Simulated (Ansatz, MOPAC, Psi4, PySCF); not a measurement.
Species: AlO₂H₂, charge 0, multiplicity 2. SMILES: [OH][Al][OH]
Geometry: optimised at B3LYP-D3(BJ)/def2-TZVP (Ansatz, a first-principles code).

Wanted: vertical ionisation energy to the singlet, in eV. Set-up: no spin-orbit coupling; non-relativistic; no dispersion term unless named; UHF or UKS for open shells; valence correlation only; 6-311+G** with 5d, 6d on Na to Ar in Ansatz; six Cartesian d functions in 6-31G* and its kin unless marked 5d; each state is the SCF solution reached for its charge and spin. First-principles rows: single points at B3LYP-D3(BJ) geometries (Ansatz). Semi-empirical rows: differences of heats of formation at the shared geometry for vertical values. The spin state of an ion or metal species was assumed, not searched.

| level | program | vertical ionisation energy to the singlet (eV) |
|---|---|---|
| AM1 | MOPAC | 8.60 |
| MNDO | MOPAC | 8.11 |
| HF/6-31G* | Ansatz | 8.19 |
| PBE/6-31G* | Ansatz | 8.40 |
| PBE/6-311+G** | Ansatz | 8.61 |
| B3LYP/6-31G* | Ansatz | 8.50 |
| B3LYP/6-311+G** | Ansatz | 8.72 |
| M06-2X/6-31G* (5d) | PySCF | 8.56 |
| wB97X-D/6-31G* | Psi4 | 8.30 |
| MP2/6-311+G** | Ansatz | 8.40 |
| M06-2X/def2-TZVPD | PySCF | 8.71 |
| wB97X-V/def2-TZVPD | Ansatz | 8.46 |

No value to compare with is used here. The 10 habitual levels span 8.11 (MNDO) to 8.72 eV (B3LYP/6-311+G**); wB97X-V/def2-TZVPD gives 8.46.

The levels are drawn from those run, B3LYP/6-31G* more often than the rest, none by its result; left out are runs that failed, that the program found above a lower state of the same kind, or whose <S^2> lies over 0.5 above the pure value.
